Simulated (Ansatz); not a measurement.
Input (CCSDT(Q)/cc-pV(D+d)Z; Ansatz, a quantum-chemistry and plane-wave program): A basis named .json is the Basis Set Exchange file of that set.

Ansatz 0.2 input:
```yaml
crystal:
  periodic: [false, false, false]
  atoms:
    - {symbol: O, position_ang: [-1.21346238, -0.49365401, 0.06991401]}
    - {symbol: S, position_ang: [-0.11286175, 0.45810328, -0.01665189]}
    - {symbol: F, position_ang: [1.27927632, -0.37560225, -0.03254241]}
basis:
  gaussian:
    orbitals: cc-pV_D+d_Z.json
magnetization: {spin_polarized: true, initial_magnetization: 1}
correlation: {method: ccsdt_q, electrons: outside_noble_gas}
```

Output:

```
Functional definition: HF
integrals: 0.04 GiB planned
891 factors; integrals over basis functions are off by at most 1.4e-7 eV
mean field: 0.19 GiB planned
mean field evaluation 1: about -15555.9288 eV, gradient 2.7e1 eV
mean field evaluation 2: about -15555.9732 eV, gradient 2.7e1 eV
mean field evaluation 4: about -15558.8385 eV, gradient 2.9e0 eV
mean field evaluation 8: about -15558.9321 eV, gradient 5.4e-1 eV
mean field evaluation 16: about -15558.9516 eV, gradient 1.9e-6 eV
mean field -15558.95156235 eV, -571.7809236802 hartree, gradient 3.1e-6 eV, S^2 0.773990; 0 other end points of the search recorded, 0 dependent functions left out
7 core orbitals not correlated
reference -15558.95156235 eV, -571.7809236802 hartree; 10, 9 occupied and 34, 35 virtual orbitals, 891 factors
second order -13.48217441 eV of doubles, -0.00000000 eV of singles
coupled cluster: 1.51 GiB planned
cycle   1  -13.30050139 eV  change    1.8e-1 eV  update   1.2e-1
cycle   2  -13.89630396 eV  change   -6.0e-1 eV  update   6.7e-2
cycle   3  -14.27287969 eV  change   -3.8e-1 eV  update   3.1e-2
cycle   4  -14.29141520 eV  change   -1.9e-2 eV  update   1.4e-2
cycle   5  -14.27312256 eV  change    1.8e-2 eV  update   8.7e-3
cycle   6  -14.27374939 eV  change   -6.3e-4 eV  update   4.4e-3
cycle   7  -14.27882298 eV  change   -5.1e-3 eV  update   2.1e-3
cycle   8  -14.27933196 eV  change   -5.1e-4 eV  update   9.0e-4
cycle   9  -14.27814562 eV  change    1.2e-3 eV  update   3.6e-4
cycle  10  -14.27847548 eV  change   -3.3e-4 eV  update   1.7e-4
cycle  11  -14.27820955 eV  change    2.7e-4 eV  update   8.8e-5
cycle  12  -14.27816475 eV  change    4.5e-5 eV  update   4.5e-5
cycle  13  -14.27823572 eV  change   -7.1e-5 eV  update   2.3e-5
cycle  14  -14.27823665 eV  change   -9.2e-7 eV  update   1.2e-5
cycle  15  -14.27823372 eV  change    2.9e-6 eV  update   7.4e-6
cycle  16  -14.27824208 eV  change   -8.4e-6 eV  update   4.5e-6
cycle  17  -14.27824129 eV  change    7.9e-7 eV  update   2.2e-6
coupled cluster: 1.51 GiB planned
perturbative correction -0.05715133 eV, -0.0021002727 hartree
Total energy: -15573.28695497 eV, -572.3077396421 hartree
```
